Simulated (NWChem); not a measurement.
System: C₂H₂ClFOSi; SMILES C1=C(F)[Si@@H](O1)Cl

Excerpt of the output:

```
             Northwest Computational Chemistry Package (NWChem) 7.3.0
             --------------------------------------------------------

 C1  symmetry detected

                             Geometry "geometry" -> ""
                             -------------------------

 Output coordinates in angstroms (scale by  1.889725989 to convert to a.u.)

  No.       Tag          Charge          X              Y              Z
 ---- ---------------- ---------- -------------- -------------- --------------
    1 F                    9.0000    -1.36036564    -2.19412885    -0.06283322
    2 C                    6.0000    -0.35287131    -1.32218939    -0.03807839
    3 C                    6.0000     0.94428776    -1.46351675    -0.42777604
    4 O                    8.0000     1.62714242    -0.26715654    -0.16490052
    5 Si                  14.0000     0.17803462     0.34911330     0.59106214
    6 Cl                  17.0000    -0.51154471     2.08276645    -0.28117727
    7 H                    1.0000     1.51845083    -2.29766613    -0.86513362
    8 H                    1.0000     0.36297732     0.60169915     2.05010693

 Effective nuclear repulsion energy (a.u.)     344.1687413556

                                 NWChem DFT Module
                                 -----------------

 Summary of "ao basis" -> "ao basis" (spherical)
 ------------------------------------------------------------------------------
       Tag                 Description            Shells   Functions and Types
 ---------------- ------------------------------  ------  ---------------------
 F                          def2-svp                 6       14   3s2p1d
 C                          def2-svp                 6       14   3s2p1d
 O                          def2-svp                 6       14   3s2p1d
 Si                         def2-svp                 8       18   4s3p1d
 Cl                         def2-svp                 8       18   4s3p1d
 H                          def2-svp                 3        5   2s1p

            General Information
            -------------------
          SCF calculation type: DFT
          Wavefunction type:  closed shell.
          No. of atoms     :     8
          No. of electrons :    62
           Alpha electrons :    31
            Beta electrons :    31
          Charge           :     0
          Spin multiplicity:     1
          Use of symmetry is: off; symmetry adaption is: off
          Maximum number of iterations: 150
          AO basis - number of functions:   102
                     number of shells:    46
          Convergence on energy requested:  1.00D-06
          Convergence on density requested:  1.00D-05
          Convergence on gradient requested:  5.00D-04

              XC Information
              --------------
                          N12 Method XC Functional
                           N12 Exchange Functional  1.000
                         N12 Correlation Potential  1.000

             Grid Information
             ----------------
          Grid used for XC integration:  medium
          Radial quadrature: Mura-Knowles
          Angular quadrature: Lebedev.
          Tag              B.-S. Rad. Rad. Pts. Rad. Cut. Ang. Pts.
          ---              ---------- --------- --------- ---------
          F                   0.50       49          11.0       434
          C                   0.70       49          10.0       434
          O                   0.60       49           8.0       434
          Si                  1.10       88          10.0       590
          Cl                  1.00       88          12.0       590
          H                   0.35       45          11.0       434
          Grid pruning is: on
          Number of quadrature shells:   462
          Spatial weights used:  Erf1

      Superposition of Atomic Density Guess
      -------------------------------------

 Sum of atomic energies:        -998.29390785

      Non-variational initial energy
      ------------------------------

 Total energy =   -1000.618000
 1-e energy   =   -2065.247621
 2-e energy   =     720.460880
 HOMO         =      -0.249479
 LUMO         =       0.034692

     ---------------------------------------------
      Total Density - Mulliken Population Analysis
     ---------------------------------------------

    Atom       Charge   Shell Charges
 -----------   ------   -------------------------------------------------------
    1 F    9     9.35   1.99  1.14  0.77  3.42  2.03  0.01
    2 C    6     5.87   1.99  0.94  0.32  1.75  0.80  0.06
    3 C    6     5.74   1.99  0.95  0.28  1.74  0.72  0.06
    4 O    8     8.78   1.99  1.11  0.72  3.00  1.95  0.01
    5 Si  14    12.88   2.00  1.99  0.94  0.20  5.93  0.89  0.65  0.27
    6 Cl  17    17.39   2.00  1.99  1.22  0.72  5.94  2.15  3.35  0.01
    7 H    1     0.91   0.66  0.23  0.02
    8 H    1     1.07   0.69  0.38  0.01

   convergence    iter        energy       DeltaE   RMS-Dens  Diis-err
 ---------------- ----- ----------------- --------- --------- ---------
 d= 0,ls=0.0,diis     1  -1001.5382110728 -1.35D+03  1.89D-02  1.18D+00
 d= 0,ls=0.0,diis     2  -1001.3624728002  1.76D-01  1.39D-02  2.65D+00
 d= 0,ls=0.0,diis     3  -1001.6015022715 -2.39D-01  6.94D-03  5.24D-01
 d= 0,ls=0.0,diis     4  -1001.6426542580 -4.12D-02  3.59D-03  1.50D-01
 d= 0,ls=0.0,diis     5  -1001.6609428953 -1.83D-02  1.10D-03  1.47D-02
  Resetting Diis
 d= 0,ls=0.0,diis     6  -1001.6625147268 -1.57D-03  3.46D-04  1.08D-03
 d= 0,ls=0.0,diis     7  -1001.6626592966 -1.45D-04  2.29D-04  1.07D-04
 d= 0,ls=0.0,diis     8  -1001.6626284860  3.08D-05  1.42D-04  3.73D-04
 d= 0,ls=0.0,diis     9  -1001.6626718964 -4.34D-05  2.16D-05  6.27D-06
 d= 0,ls=0.0,diis    10  -1001.6626724791 -5.83D-07  7.52D-06  7.38D-07

         Total DFT energy =    -1001.662672479132
      One electron energy =    -2069.301454569439
           Coulomb energy =      803.389669242090
    Exchange-Corr. energy =      -79.919628507357
 Nuclear repulsion energy =      344.168741355574

 Numeric. integr. density =       61.999995357475

                       DFT Final Molecular Orbital Analysis
                       ------------------------------------

 Vector   29  Occ=2.000000D+00  E=-2.962188D-01
              MO Center= -1.3D-01,  1.4D+00, -1.8D-01, r^2= 3.1D+00
   Bfn.  Coefficient  Atom+Function         Bfn.  Coefficient  Atom+Function
  ----- ------------  ---------------      ----- ------------  ---------------
    85      0.404195  6 Cl px                87     -0.354801  6 Cl pz
    82      0.328148  6 Cl px                84     -0.290412  6 Cl pz
    46      0.245526  4 O  px                79      0.184434  6 Cl px
    81     -0.163046  6 Cl pz                49      0.154322  4 O  px
    17      0.116537  2 C  s                 31     -0.091223  3 C  s

 Vector   30  Occ=2.000000D+00  E=-2.727673D-01
              MO Center= -3.2D-01,  7.7D-02,  1.2D-01, r^2= 4.6D+00
   Bfn.  Coefficient  Atom+Function         Bfn.  Coefficient  Atom+Function
  ----- ------------  ---------------      ----- ------------  ---------------
    87      0.258437  6 Cl pz                86      0.250411  6 Cl py
    19      0.232708  2 C  py                17      0.221483  2 C  s
     5      0.216084  1 F  py                84      0.206909  6 Cl pz
    83      0.200444  6 Cl py                98     -0.193771  8 H  s
    32      0.173500  3 C  px                31     -0.166915  3 C  s

 Vector   31  Occ=2.000000D+00  E=-2.028268D-01
              MO Center=  4.5D-01, -1.0D+00, -1.7D-01, r^2= 2.3D+00
   Bfn.  Coefficient  Atom+Function         Bfn.  Coefficient  Atom+Function
  ----- ------------  ---------------      ----- ------------  ---------------
    48     -0.366241  4 O  pz                20      0.340106  2 C  pz
    51     -0.280105  4 O  pz                34      0.267246  3 C  pz
     6      0.228881  1 F  pz                23      0.224390  2 C  pz
     9     -0.172823  1 F  pz                37      0.170333  3 C  pz
    19     -0.155806  2 C  py                47      0.151912  4 O  py

 Vector   32  Occ=0.000000D+00  E=-5.072431D-02
              MO Center=  3.6D-01, -8.3D-01, -7.6D-02, r^2= 3.1D+00
   Bfn.  Coefficient  Atom+Function         Bfn.  Coefficient  Atom+Function
  ----- ------------  ---------------      ----- ------------  ---------------
    37      0.485523  3 C  pz                34      0.436943  3 C  pz
    68      0.372959  5 Si py                69     -0.370887  5 Si pz
    20     -0.305170  2 C  pz                23     -0.287957  2 C  pz
    86      0.254756  6 Cl py                99      0.247077  8 H  s
    78     -0.242265  6 Cl s                 65      0.152450  5 Si py

 Vector   33  Occ=0.000000D+00  E=-3.431877D-02
              MO Center= -1.1D-01,  3.1D-01,  6.2D-01, r^2= 3.4D+00
   Bfn.  Coefficient  Atom+Function         Bfn.  Coefficient  Atom+Function
  ----- ------------  ---------------      ----- ------------  ---------------
    67      0.843995  5 Si px                17      0.695854  2 C  s
    60     -0.441408  5 Si s                 31     -0.386928  3 C  s
    45     -0.388584  4 O  s                 64      0.339123  5 Si px
    22      0.268245  2 C  py                35      0.261840  3 C  px
    99      0.234991  8 H  s                 21      0.209382  2 C  px

 Vector   34  Occ=0.000000D+00  E= 2.765390D-03
              MO Center=  2.6D-01,  6.5D-01,  6.3D-01, r^2= 4.0D+00
   Bfn.  Coefficient  Atom+Function         Bfn.  Coefficient  Atom+Function
  ----- ------------  ---------------      ----- ------------  ---------------
    99      0.861391  8 H  s                 59     -0.752878  5 Si s
    68     -0.636154  5 Si py                60     -0.587742  5 Si s
    78      0.345795  6 Cl s                 86     -0.340220  6 Cl py
    58     -0.327923  5 Si s                 94      0.284306  7 H  s
    87      0.274520  6 Cl pz                69     -0.257238  5 Si pz

[...]
```

Level: N12/def2-SVP. The geometry was optimised at PBE-D3(BJ)/def2-SVP.

Problem. Reconstruct the input file.

Solution. One answer among several that fit: the input that was run:
```
start job
memory heap 200 mb stack 900 mb global 1100 mb
geometry units angstroms noautoz
  F     -1.319281    -2.226402    -0.073395
  C     -0.330570    -1.333256    -0.047379
  C      0.966491    -1.442987    -0.447443
  O      1.625396    -0.234723    -0.177973
  Si     0.168867     0.343123     0.593907
  Cl    -0.563985     2.069623    -0.256975
  H      1.555260    -2.260460    -0.896708
  H      0.358819     0.585966     2.053962
end
basis spherical
  F library def2-svp
  C library def2-svp
  O library def2-svp
  Si library def2-svp
  Cl library def2-svp
  H library def2-svp
end
dft
  xc n12
  iterations 150
  mulliken
end
task dft energy
```
